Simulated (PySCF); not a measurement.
C3H7BO3.

```xyz
14

C     -2.6527     0.0081     0.2146
O     -1.5328     0.7168    -0.2402
B     -0.2765     0.2600    -0.1006
C      0.3139    -1.0635     0.5529
O      1.6609    -1.0091     0.1037
C      1.9683     0.3172    -0.1888
O      0.7849     0.9863    -0.5531
H     -3.1442     0.5664     1.0272
H     -2.3950    -0.9971     0.5884
H     -3.3749    -0.1032    -0.6089
H      0.2529    -1.0567     1.6622
H     -0.1349    -2.0102     0.2126
H      2.4086     0.8374     0.6885
H      2.6885     0.3412    -1.0225
```

Geometry: PBE0-D3(BJ)/def2-SVP. This is a generated structure with no PubChem entry under its InChIKey; it may be hypothetical. Other conformers were not sampled.

These are KT2/pcSseg-1 (PySCF) values and carry that method's errors. Non-relativistic, no solvent.

Question: Give the absolute GIAO shielding of each atom: isotropic value and principal components (ppm). (An estimate is asked for; the answer gives what the named calculation found.)

Answer: 
| atom | σ(iso) | σ11 | σ22 | σ33 | span |
|---|---|---|---|---|---|
| C1 | 125.6 | 96.6 | 99.3 | 180.8 | 84.2 |
| O2 | 226.5 | 49.6 | 284.2 | 345.6 | 296.0 |
| B3 | 70.0 | 59.4 | 74.8 | 75.8 | 16.4 |
| C4 | 130.4 | 99.9 | 110.0 | 181.4 | 81.5 |
| O5 | 267.8 | 185.8 | 257.3 | 360.1 | 174.2 |
| C6 | 82.3 | 50.8 | 85.0 | 111.1 | 60.3 |
| O7 | 145.1 | -15.4 | 186.2 | 264.5 | 279.8 |
| H8 | 27.3 | 23.7 | 25.0 | 33.2 | 9.5 |
| H9 | 27.8 | 23.9 | 27.2 | 32.3 | 8.4 |
| H10 | 27.3 | 23.7 | 24.9 | 33.2 | 9.5 |
| H11 | 27.9 | 23.4 | 27.1 | 33.3 | 9.9 |
| H12 | 27.5 | 23.9 | 26.6 | 32.0 | 8.1 |
| H13 | 25.9 | 21.5 | 25.3 | 30.9 | 9.4 |
| H14 | 25.8 | 22.0 | 24.8 | 30.5 | 8.5 |
